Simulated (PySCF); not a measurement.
A PySCF script (with the pyscf-properties extension) for the NMR shieldings of SMILES C=CC/C=C(\C)[CH2][AlH][Cl], C7H12AlCl, on a GFN2-xTB geometry:

```python
import basis_set_exchange as bse
import numpy as np
from pyscf import gto, dft
from pyscf.prop import nmr

atoms = """
C     1.814851   -1.677673   -0.145163
C     2.486365   -0.548268   -0.034490
C     1.934630    0.830773   -0.276714
C     0.531998    0.845061   -0.808560
C    -0.582682    0.768726   -0.083880
C    -0.596353    0.633815    1.408718
C    -1.948454    0.776687   -0.705077
Al   -2.792006   -0.972926   -0.194554
Cl   -2.045256   -2.819005   -0.561334
H     0.775366   -1.694868   -0.431294
H     2.276382   -2.631498    0.045865
H     3.529956   -0.559632    0.256295
H     2.593687    1.336273   -0.989221
H     1.998048    1.391828    0.661152
H     0.448635    0.910891   -1.885100
H     0.363144    0.319021    1.806518
H    -1.346056   -0.126297    1.684260
H    -0.892835    1.570144    1.881711
H    -1.873632    1.025426   -1.769157
H    -2.555853    1.563681   -0.235590
H    -4.128855   -0.925217    0.572077
"""
names = dict.fromkeys(["C", "Al", "Cl", "H"], "pcSseg-1")
basis = {el: gto.basis.parse(bse.get_basis(n, elements=[el], fmt="nwchem")) for el, n in names.items()}
mol = gto.M(atom=atoms, basis=basis, charge=0, verbose=0)
mf = dft.RKS(mol, xc="PBE0")
mf.grids.level = 2
mf.grids.alignment = dft.numint.BLKSIZE   # the property module wants whole blocks of grid points
mf.conv_tol = 1e-9
mf.kernel()

calc = nmr.RKS(mf)   # GIAO
C = mf.mo_coeff
Co = C[:, mf.mo_occ > 0]
resp = mf.gen_response(singlet=True, hermi=2)
def vind(x):   # induced exchange potential for any number of trial vectors
    d = np.einsum("pi,xij,qj->xpq", C, 2 * x.reshape(-1, C.shape[1], Co.shape[1]), Co, optimize=True)
    return np.einsum("xpq,pi,qj->xij", resp(d - d.transpose(0, 2, 1)), C, Co, optimize=True).ravel()
mo1, _ = nmr.rhf.solve_mo1(calc, with_cphf=vind)
sigma = calc.kernel(mo1)
for i, s in enumerate(sigma):   # ppm
    w = np.linalg.eigvalsh((s + s.T) / 2)
    print("%2d %-2s iso %8.1f  s11 %8.1f  s22 %8.1f  s33 %8.1f" % (i, mol.atom_pure_symbol(i), w.mean(), *w))
```

Question: What does it print?

Answer: 
```
 0 C  iso     64.5  s11    -50.0  s22     72.4  s33    171.1
 1 C  iso     44.1  s11    -76.8  s22     52.3  s33    156.8
 2 C  iso    151.2  s11    140.1  s22    145.9  s33    167.5
 3 C  iso     61.9  s11    -39.4  s22     84.3  s33    140.9
 4 C  iso     43.0  s11    -72.3  s22     44.1  s33    157.2
 5 C  iso    159.3  s11    140.9  s22    159.1  s33    178.0
 6 C  iso    149.8  s11    126.2  s22    145.2  s33    177.8
 7 Al iso    324.1  s11    250.2  s22    353.1  s33    368.9
 8 Cl iso    896.9  s11    712.8  s22    965.6  s33   1012.3
 9 H  iso     25.9  s11     22.0  s22     26.0  s33     29.6
10 H  iso     26.2  s11     24.3  s22     25.5  s33     28.8
11 H  iso     25.6  s11     23.5  s22     25.8  s33     27.4
12 H  iso     28.9  s11     24.4  s22     27.6  s33     34.9
13 H  iso     28.8  s11     24.5  s22     28.6  s33     33.1
14 H  iso     26.2  s11     22.9  s22     26.2  s33     29.6
15 H  iso     29.2  s11     24.7  s22     29.8  s33     33.2
16 H  iso     31.1  s11     27.7  s22     31.2  s33     34.5
17 H  iso     29.5  s11     26.2  s22     26.6  s33     35.7
18 H  iso     29.6  s11     26.4  s22     28.5  s33     34.0
19 H  iso     29.7  s11     26.4  s22     28.0  s33     34.6
20 H  iso     26.4  s11     22.5  s22     24.2  s33     32.4
```

These numbers come from an equivalent density-fitted implementation of the same equations, which agrees with the script to about 0.01 ppm for H and up to a few tenths of a ppm for heavy atoms, so last digits may differ.

Size and cost of the density-fitted run: 227 basis functions, 91 s wall time on 1 thread of an Arm Neoverse N1, shared host; peak memory 1 GiB.
